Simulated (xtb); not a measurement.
Cl$_{2}$In (SMILES [Cl][In][Cl]), doublet, geometry from GFN2-xTB (such geometries of metal compounds can be far from the true shape) (the spin is typed, not shown lowest). Base run: xtb 6.7.1 with GFN2-xTB.

Input for xtb:
```
$ xtb mol.xyz --gfn 2 --uhf 1 --json

# file mol.xyz
3

In     0.34757531    -0.02025724     0.39100460
Cl     1.00831653     0.38636565    -1.88660393
Cl    -2.01015125    -0.32797714     0.75959066
```

The base run was repeated with changes; each row names its change, and settings that it needs were set with it.

```
change        ΔE vs base (mEh)  dipole (D)  SCF cycles
------------  ----------------  ----------  ----------
base                     0.000        2.26          12
file = coord             0.000        2.26          12
alpb = thf             -10.818        2.36          12
etemp = 5000           -14.070        1.95          11
acc = 0.1                0.000        2.26          14
```

ALPB and GBSA are two models with their own fitted parameters for each solvent, which aren't always the measured dielectric constant.
